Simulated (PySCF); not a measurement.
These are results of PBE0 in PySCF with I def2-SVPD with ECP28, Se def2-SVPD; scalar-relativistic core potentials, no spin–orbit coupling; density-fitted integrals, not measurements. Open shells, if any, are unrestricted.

Question: What shape and geometry does isolated singlet ISe₂⁻ take (every ligand bound to I)?

Answer: Counting electrons, iodine keeps 4 of its valence electrons outside its bonds, so the VSEPR class is AX2E2 and the expected shape is bent (C2v), as computed. The lowest minimum found is a singlet of C2v symmetry with I–Se 2.520 Å (×2); Se–I–Se 117.5°. Its harmonic wavenumbers are 75 (a1), 225 (a1), 241 (b2) cm⁻¹ and its dipole moment is 2.80 D about the centre of mass.

Other isomers or separated fragments may lie lower. The lowest empty level of this anion is unbound, so it and the gap depend on the basis.
